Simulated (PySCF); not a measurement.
C$_{2}$H$_{6}$Se$_{2}$, charge +1, doublet, geometry from GFN2-xTB (a state made from the parent by changing its charge; the spin is typed, not shown lowest), atoms displaced at random by about 0.08 Å a coordinate; PBE/STO-3G, gradient by finite differences in PySCF.

The PySCF input:
```python
from pyscf import gto, scf, dft

mol = gto.Mole()
mol.atom = '''
    C     2.399626   -0.212677   -0.394063
    Se    0.817995    0.655886    0.653767
    Se   -0.823793   -0.495054   -0.505473
    C    -2.372235    0.176508    0.331505
    H     3.192354    0.191245    0.034684
    H     2.340000   -0.115220   -1.407422
    H     2.320828   -1.201948   -0.043208
    H    -3.300269   -0.234675   -0.274147
    H    -2.369229    1.308303    0.276099
    H    -2.284706   -0.094200    1.485356
'''
mol.basis = 'sto-3g'
mol.charge = 1
mol.spin = 1
mol.verbose = 4
mol.build()

mf = dft.UKS(mol)
mf.xc = 'pbe'
mf.conv_tol = 1e-11
mf.kernel()
scan, done = mf.as_scanner(), []
scan.scf_summary = {}
def energy(d):
    c = mol.atom_coords()
    c[7, 0] += d
    e = scan(mol.set_geom_(c, unit='Bohr', inplace=False))
    done.append(scan.converged)
    return e
h = 1e-5
fd = (energy(h) - energy(-h)) / (2 * h)
print('dE/dx =', fd)
```

Task: Predict the main parts of the log of this PySCF run.

Result: 
```
PySCF version 2.14.0

[INPUT] verbose = 4
[INPUT] num. atoms = 10
[INPUT] num. electrons = 85
[INPUT] charge = 1
[INPUT] spin (= nelec alpha-beta = 2S) = 1
[INPUT] symmetry False subgroup None
[INPUT] Mole.unit = angstrom
[INPUT] Symbol           X                Y                Z      unit          X                Y                Z       unit  Magmom
[INPUT]  1 C      2.399626000000  -0.212677000000  -0.394063000000 AA    4.534635941386  -0.401901282994  -0.744671145824 Bohr   0.0
[INPUT]  2 Se     0.817995000000   0.655886000000   0.653767000000 AA    1.545786521264   1.239444908936   1.235440579279 Bohr   0.0
[INPUT]  3 Se    -0.823793000000  -0.495054000000  -0.505473000000 AA   -1.556743153334  -0.935516476870  -0.955205533362 Bohr   0.0
[INPUT]  4 C     -2.372235000000   0.176508000000   0.331505000000 AA   -4.482874453108   0.333551778795   0.626453658924 Bohr   0.0
[INPUT]  5 H      3.192354000000   0.191245000000   0.034684000000 AA    6.032674752660   0.361400672692   0.065543260904 Bohr   0.0
[INPUT]  6 H      2.340000000000  -0.115220000000  -1.407422000000 AA    4.421959131482  -0.217734244072  -2.659642121688 Bohr   0.0
[INPUT]  7 H      2.320828000000  -1.201948000000  -0.043208000000 AA    4.385729302222  -2.271352535969  -0.081651286390 Bohr   0.0
[INPUT]  8 H     -3.300269000000  -0.234675000000  -0.274147000000 AA   -6.236604547392  -0.443471478282  -0.518062747871 Bohr   0.0
[INPUT]  9 H     -2.369229000000   1.308303000000   0.276099000000 AA   -4.477193936377   2.472334357947   0.521751493266 Bohr   0.0
[INPUT] 10 H     -2.284706000000  -0.094200000000   1.485356000000 AA   -4.317468615151  -0.178012200934   2.806916037479 Bohr   0.0

nuclear repulsion = 540.719034483399
number of shells = 28
number of NR pGTOs = 156
number of NR cGTOs = 52
basis = sto-3g
ecp = {}

******** <class 'pyscf.dft.uks.UKS'> ********
method = UKS
initial guess = minao
damping factor = 0
level_shift factor = 0
DIIS = <class 'pyscf.scf.diis.CDIIS'>
diis_start_cycle = 1
diis_space = 8
diis_damp = 0
SCF conv_tol = 1e-11
SCF conv_tol_grad = None
SCF max_cycles = 50
direct_scf = True
direct_scf_tol = 1e-13
number electrons alpha = 43  beta = 42
XC library pyscf.dft.libxc version 7.1.2
    S. Lehtola, C. Steigemann, M. J. T. Oliveira, and M. A. L. Marques,  SoftwareX 7, 1–5 (2018)
XC functionals = pbe
    J. P. Perdew, K. Burke, and M. Ernzerhof,  Phys. Rev. Lett. 77, 3865 (1996)
    J. P. Perdew, K. Burke, and M. Ernzerhof,  Phys. Rev. Lett. 78, 1396 (1997)
    J. P. Perdew, K. Burke, and M. Ernzerhof,  Phys. Rev. Lett. 77, 3865 (1996)
    J. P. Perdew, K. Burke, and M. Ernzerhof,  Phys. Rev. Lett. 78, 1396 (1997)
radial grids:
    Treutler-Ahlrichs [JCP 102, 346 (1995); DOI:10.1063/1.469408] (M4) radial grids

becke partition: Becke, JCP 88, 2547 (1988); DOI:10.1063/1.454033
pruning grids: <function nwchem_prune>
grids dens level: 3
symmetrized grids: False
atomic radii adjust function: <function treutler_atomic_radii_adjust>
small_rho_cutoff = 0
Set gradient conv threshold to 3.16228e-06
tot grids = 127936
init E= -4821.64127601067

cycle= 1 E= -4827.29848787176  delta_E= -5.66  |g|= 0.351  |ddm|= 2.74
cycle= 2 E= -4827.19914435149  delta_E= 0.0993  |g|= 0.473  |ddm|= 1.79
cycle= 3 E= -4827.39447071005  delta_E= -0.195  |g|= 0.228  |ddm|= 1.48
cycle= 4 E= -4827.43830911762  delta_E= -0.0438  |g|= 0.114  |ddm|= 0.816
cycle= 5 E= -4827.45365417692  delta_E= -0.0153  |g|= 0.0223  |ddm|= 0.359
cycle= 6 E= -4827.45418189398  delta_E= -0.000528  |g|= 0.00546  |ddm|= 0.0566
cycle= 7 E= -4827.45420097836  delta_E= -1.91e-05  |g|= 0.00144  |ddm|= 0.00996
cycle= 8 E= -4827.45420307836  delta_E= -2.1e-06  |g|= 0.00015  |ddm|= 0.00337
cycle= 9 E= -4827.45420310975  delta_E= -3.14e-08  |g|= 3.23e-05  |ddm|= 0.00051
cycle= 10 E= -4827.45420311119  delta_E= -1.44e-09  |g|= 8.37e-06  |ddm|= 9.68e-05
cycle= 11 E= -4827.45420311127  delta_E= -8.73e-11  |g|= 1.75e-06  |ddm|= 2.55e-05
cycle= 12 E= -4827.45420311128  delta_E= -6.37e-12  |g|= 1.42e-06  |ddm|= 6.54e-06
Extra cycle  E= -4827.45420311128  delta_E= 1.82e-12  |g|= 2.6e-06  |ddm|= 7.56e-06
converged SCF energy = -4827.45420311128  <S^2> = 0.75051186  2S+1 = 2.0005118
Create scanner for <class 'pyscf.dft.uks.UKS'>

WARN: Mole.unit (angstrom) is changed to Bohr

New geometry
   1 C      2.399626000000  -0.212677000000  -0.394063000000 AA    4.534635941386  -0.401901282994  -0.744671145824 Bohr
   2 Se     0.817995000000   0.655886000000   0.653767000000 AA    1.545786521264   1.239444908936   1.235440579279 Bohr
   3 Se    -0.823793000000  -0.495054000000  -0.505473000000 AA   -1.556743153334  -0.935516476870  -0.955205533362 Bohr
   4 C     -2.372235000000   0.176508000000   0.331505000000 AA   -4.482874453108   0.333551778795   0.626453658924 Bohr
   5 H      3.192354000000   0.191245000000   0.034684000000 AA    6.032674752660   0.361400672692   0.065543260904 Bohr
   6 H      2.340000000000  -0.115220000000  -1.407422000000 AA    4.421959131482  -0.217734244072  -2.659642121688 Bohr
   7 H      2.320828000000  -1.201948000000  -0.043208000000 AA    4.385729302222  -2.271352535969  -0.081651286390 Bohr
   8 H     -3.300263708228  -0.234675000000  -0.274147000000 AA   -6.236594547392  -0.443471478282  -0.518062747871 Bohr
   9 H     -2.369229000000   1.308303000000   0.276099000000 AA   -4.477193936377   2.472334357947   0.521751493266 Bohr
  10 H     -2.284706000000  -0.094200000000   1.485356000000 AA   -4.317468615151  -0.178012200934   2.806916037479 Bohr

******** <class 'pyscf.scf.hf.UKS_Scanner'> ********
method = UKS_Scanner
initial guess = minao
damping factor = 0
level_shift factor = 0
DIIS = <class 'pyscf.scf.diis.CDIIS'>
diis_start_cycle = 1
diis_space = 8
diis_damp = 0
SCF conv_tol = 1e-11
SCF conv_tol_grad = None
SCF max_cycles = 50
direct_scf = True
direct_scf_tol = 1e-13
number electrons alpha = 43  beta = 42
XC library pyscf.dft.libxc version 7.1.2
    S. Lehtola, C. Steigemann, M. J. T. Oliveira, and M. A. L. Marques,  SoftwareX 7, 1–5 (2018)
XC functionals = pbe
    J. P. Perdew, K. Burke, and M. Ernzerhof,  Phys. Rev. Lett. 77, 3865 (1996)
    J. P. Perdew, K. Burke, and M. Ernzerhof,  Phys. Rev. Lett. 78, 1396 (1997)
    J. P. Perdew, K. Burke, and M. Ernzerhof,  Phys. Rev. Lett. 77, 3865 (1996)
    J. P. Perdew, K. Burke, and M. Ernzerhof,  Phys. Rev. Lett. 78, 1396 (1997)
radial grids:
    Treutler-Ahlrichs [JCP 102, 346 (1995); DOI:10.1063/1.469408] (M4) radial grids

becke partition: Becke, JCP 88, 2547 (1988); DOI:10.1063/1.454033
pruning grids: <function nwchem_prune>
grids dens level: 3
symmetrized grids: False
atomic radii adjust function: <function treutler_atomic_radii_adjust>
small_rho_cutoff = 0
Set gradient conv threshold to 3.16228e-06
tot grids = 127936
init E= -4827.45420480461
cycle= 1 E= -4827.45420344565  delta_E= 1.36e-06  |g|= 7.52e-06  |ddm|= 2.2e-05
cycle= 2 E= -4827.45420344506  delta_E= 5.92e-10  |g|= 2.36e-05  |ddm|= 7.66e-05
cycle= 3 E= -4827.45420344569  delta_E= -6.36e-10  |g|= 2.83e-06  |ddm|= 6.44e-05
cycle= 4 E= -4827.4542034457  delta_E= -8.19e-12  |g|= 1.26e-07  |ddm|= 6.55e-06
Extra cycle  E= -4827.4542034457  delta_E= -9.09e-13  |g|= 2.75e-07  |ddm|= 1.03e-06
converged SCF energy = -4827.4542034457  <S^2> = 0.75051186  2S+1 = 2.0005118

WARN: Mole.unit (angstrom) is changed to Bohr

New geometry
   1 C      2.399626000000  -0.212677000000  -0.394063000000 AA    4.534635941386  -0.401901282994  -0.744671145824 Bohr
   2 Se     0.817995000000   0.655886000000   0.653767000000 AA    1.545786521264   1.239444908936   1.235440579279 Bohr
   3 Se    -0.823793000000  -0.495054000000  -0.505473000000 AA   -1.556743153334  -0.935516476870  -0.955205533362 Bohr
   4 C     -2.372235000000   0.176508000000   0.331505000000 AA   -4.482874453108   0.333551778795   0.626453658924 Bohr
   5 H      3.192354000000   0.191245000000   0.034684000000 AA    6.032674752660   0.361400672692   0.065543260904 Bohr
   6 H      2.340000000000  -0.115220000000  -1.407422000000 AA    4.421959131482  -0.217734244072  -2.659642121688 Bohr
   7 H      2.320828000000  -1.201948000000  -0.043208000000 AA    4.385729302222  -2.271352535969  -0.081651286390 Bohr
   8 H     -3.300274291772  -0.234675000000  -0.274147000000 AA   -6.236614547392  -0.443471478282  -0.518062747871 Bohr
   9 H     -2.369229000000   1.308303000000   0.276099000000 AA   -4.477193936377   2.472334357947   0.521751493266 Bohr
  10 H     -2.284706000000  -0.094200000000   1.485356000000 AA   -4.317468615151  -0.178012200934   2.806916037479 Bohr

******** <class 'pyscf.scf.hf.UKS_Scanner'> ********
method = UKS_Scanner
initial guess = minao
damping factor = 0
level_shift factor = 0
DIIS = <class 'pyscf.scf.diis.CDIIS'>
diis_start_cycle = 1
diis_space = 8
diis_damp = 0
SCF conv_tol = 1e-11
SCF conv_tol_grad = None
SCF max_cycles = 50
direct_scf = True
direct_scf_tol = 1e-13
number electrons alpha = 43  beta = 42
XC library pyscf.dft.libxc version 7.1.2
    S. Lehtola, C. Steigemann, M. J. T. Oliveira, and M. A. L. Marques,  SoftwareX 7, 1–5 (2018)
XC functionals = pbe
    J. P. Perdew, K. Burke, and M. Ernzerhof,  Phys. Rev. Lett. 77, 3865 (1996)
    J. P. Perdew, K. Burke, and M. Ernzerhof,  Phys. Rev. Lett. 78, 1396 (1997)
    J. P. Perdew, K. Burke, and M. Ernzerhof,  Phys. Rev. Lett. 77, 3865 (1996)
    J. P. Perdew, K. Burke, and M. Ernzerhof,  Phys. Rev. Lett. 78, 1396 (1997)
radial grids:
    Treutler-Ahlrichs [JCP 102, 346 (1995); DOI:10.1063/1.469408] (M4) radial grids

becke partition: Becke, JCP 88, 2547 (1988); DOI:10.1063/1.454033
pruning grids: <function nwchem_prune>
grids dens level: 3
symmetrized grids: False
atomic radii adjust function: <function treutler_atomic_radii_adjust>
small_rho_cutoff = 0
Set gradient conv threshold to 3.16228e-06
tot grids = 127936
init E= -4827.45420005905
cycle= 1 E= -4827.45420277682  delta_E= -2.72e-06  |g|= 3.49e-06  |ddm|= 1.02e-05
cycle= 2 E= -4827.45420277673  delta_E= 9.28e-11  |g|= 9.7e-06  |ddm|= 3.31e-05
cycle= 3 E= -4827.45420277683  delta_E= -1.04e-10  |g|= 1.92e-06  |ddm|= 2.83e-05
cycle= 4 E= -4827.45420277682  delta_E= 1.09e-11  |g|= 3.31e-07  |ddm|= 4.77e-06
cycle= 5 E= -4827.45420277682  delta_E= -1.82e-12  |g|= 3.16e-08  |ddm|= 6.43e-07
Extra cycle  E= -4827.45420277683  delta_E= -1e-11  |g|= 5.44e-08  |ddm|= 1.98e-07
converged SCF energy = -4827.45420277683  <S^2> = 0.75051186  2S+1 = 2.0005118
dE/dx = -0.03344339347677305
```
